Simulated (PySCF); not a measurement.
**How the method changes the constants of AlTe**

State: ²Σ⁺ (doublet), unpaired electrons σ ↑. Set-up: PySCF, scalar-relativistic core potentials, basis sets Al def2-SVP, Te def2-SVP with ECP28. De refers to Al + Te in their high-spin ground configurations, without counterpoise correction. The functionals are run spin-unrestricted. A positive dipole means Al(−)Te(+).

| Level | Re (Å) | ωe (cm⁻¹) | De (eV) | μ (D) |
| --- | --- | --- | --- | --- |
| UHF | 2.376 | 381 | 1.69 | -3.93 |
| UHF-MP2 | 2.359 | 451 | 2.91 | n/a |
| UHF-SCS-MP2 | 2.367 | 437 | 2.70 | n/a |
| UHF-CCSD | 2.388 | 395 | 2.58 | n/a |
| UHF-CCSD(T) | 2.390 | 402 | 2.76 | n/a |
| PBE | 2.393 | 391 | 3.36 | -2.47 |
| TPSS | 2.382 | 400 | 3.30 | -2.62 |
| r²SCAN | 2.370 | 412 | 3.33 | -2.83 |
| PBE0 | 2.372 | 405 | 3.16 | -2.87 |
| B97-3 | 2.382 | 395 | 3.08 | -2.86 |
| ωB97X | 2.367 | 401 | 3.08 | -3.02 |
| B2PLYP | 2.384 | 402 | 3.01 | -3.22 |

Task: Which functional lies closest to UHF-CCSD(T) in De, which farthest, and by how much do they differ from it?

Result: Closest is B2PLYP (-0.6 pm in Re, +0.0 % in ωe, +0.25 eV in De against UHF-CCSD(T) in the same basis), farthest PBE (+0.3 pm in Re, -2.7 % in ωe, +0.60 eV in De). CCSD(T) converges more slowly with the basis than the functionals do and binds too weakly in this one, so the order can change at the basis-set limit.

Task: What does a quarter of exact exchange do here, going from PBE to PBE0?

Result: PBE0 less PBE: -2.1 pm in Re, +3.6 % in ωe, -0.20 eV in De. Exact exchange removes part of the self-interaction that spreads semilocal densities, and in most molecules shortens and stiffens the bond and lowers De; so it does here.

Task: What does the step from GGA to meta-GGA do here, going from PBE to r²SCAN?

Result: r²SCAN less PBE: -2.3 pm in Re, +5.4 % in ωe, -0.03 eV in De. 

Correlated steps freeze 9 core orbitals. Correlated levels converge slowly with the basis: in double zeta they bind strong bonds too weakly, by up to about 1 eV, and carry superposition errors of some tenths. Spin–orbit coupling is left out, which matters for elements this heavy, above all for dissociation energies. B2PLYP dipoles, levels and charges come from its SCF part alone. The state is the lowest determinant that a PBE0 search found; another state may lie lower at other levels.

The whole job (state search and all levels along the bond) took about 1.6 min on 1 thread of Arm Neoverse V2 (shared host), peak memory 0.52 GiB.
